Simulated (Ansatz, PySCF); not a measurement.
Si(F)2(SiH3)2 (F2H6Si3), SMILES F[Si](F)([SiH3])[SiH3]. Atoms are numbered in the order given.

```xyz
11

F      0.0435    -1.5934     1.1098
Si     0.0433    -0.4365    -0.0384
F      0.0433    -1.2092    -1.4735
Si     2.0266     0.7784     0.1425
Si    -1.9401     0.7781     0.1426
H      2.0559     1.8136    -0.9317
H      2.0553     1.4565     1.4714
H      3.2066    -0.1219     0.0090
H     -3.1200    -0.1224     0.0093
H     -1.9696     1.8133    -0.9316
H     -1.9688     1.4563     1.4715
```

Coordinates come from a ωB97X-D3(BJ)/def2-SVP optimisation.

Two levels are set side by side: PBE-D3(BJ)/def2-SVP (Ansatz, a first-principles code) and ωB97X-D3(BJ)/def2-SVP (PySCF). Each level has its own optimised geometry; the coordinates shown are those of the second. Frequencies come from the Hessian of PySCF at each geometry. Differences are taken from unrounded values.

```csv
quantity,ωB97X-D3(BJ)
mean bond length (Å),1.687
bond F1–Si2 (Å),1.630
bond Si2–F3 (Å),1.630
bond Si2–Si4 (Å),2.333
bond Si2–Si5 (Å),2.333
bond Si4–H6 (Å),1.492
bond Si4–H7 (Å),1.492
bond Si4–H8 (Å),1.490
bond Si5–H9 (Å),1.490
bond Si5–H10 (Å),1.492
bond Si5–H11 (Å),1.492
highest harmonic wavenumber (cm⁻¹),2267
mean harmonic wavenumber (cm⁻¹),924
zero-point energy (kcal/mol),35.66
```

Task: What does PBE-D3(BJ) give, and how far is it from ωB97X-D3(BJ)? (Estimate from the structure and the level; the computed values follow.)

Result: 
```csv
quantity,PBE-D3(BJ),PBE-D3(BJ) minus ωB97X-D3(BJ)
mean bond length (Å),1.702,0.015
bond F1–Si2 (Å),1.643,0.013
bond Si2–F3 (Å),1.643,0.013
bond Si2–Si4 (Å),2.356,0.023
bond Si2–Si5 (Å),2.356,0.023
bond Si4–H6 (Å),1.505,0.013
bond Si4–H7 (Å),1.505,0.013
bond Si4–H8 (Å),1.504,0.014
bond Si5–H9 (Å),1.504,0.014
bond Si5–H10 (Å),1.505,0.013
bond Si5–H11 (Å),1.505,0.013
highest harmonic wavenumber (cm⁻¹),2177,-90
mean harmonic wavenumber (cm⁻¹),879,-45
zero-point energy (kcal/mol),33.92,-1.74
```

GGA bonds tend to be longer and softer than those of functionals with exact exchange. Differences between two approximate levels are no errors against the true value.
